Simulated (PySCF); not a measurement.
Ga(H)(Br)(NH2) (BrGaH3N), SMILES [NH2][GaH][Br]. Atoms are numbered in the order given.

```xyz
6

Ga    -0.4139    -0.8894     0.0000
H     -1.8971    -1.3450     0.0000
Br     0.1341     1.3588     0.0000
N      1.0151    -1.9959     0.0000
H      1.9737    -1.6636     0.0000
H      0.9551    -3.0085     0.0000
```

Geometry: B3LYP-D3(BJ)/def2-SVP. The structure was generated by enumeration; whether it is a known compound was not checked. One conformer was computed; it need not be the lowest.

Two levels are set side by side: PBE/pcSseg-1 (PySCF) and B3LYP/pcSseg-1 (PySCF). GIAO shifts against NH3 (¹⁵N), TMS (¹H) at the same level; non-relativistic, no solvent, atoms listed together averaged. Without spin–orbit terms, shifts of atoms bonded to Cl or Br come out too high at both levels. Differences are taken from unrounded values.

| quantity | PBE |
|---|---|
| δ(¹H) of H2 (ppm) | 6.20 |
| δ(¹⁵N) of N4 (ppm) | 83.5 |

**Question.** These are the PBE values. What does B3LYP give? (The exact figures need the calculation; the answer reports its results.)

**Answer.** 
```tsv
quantity	B3LYP	PBE minus B3LYP
δ(¹H) of H2 (ppm)	5.98	0.22
δ(¹⁵N) of N4 (ppm)	75.8	7.7
```

Rough cost on one machine, each run with all the roots and properties that it gave: B3LYP against PBE within a factor of 2.
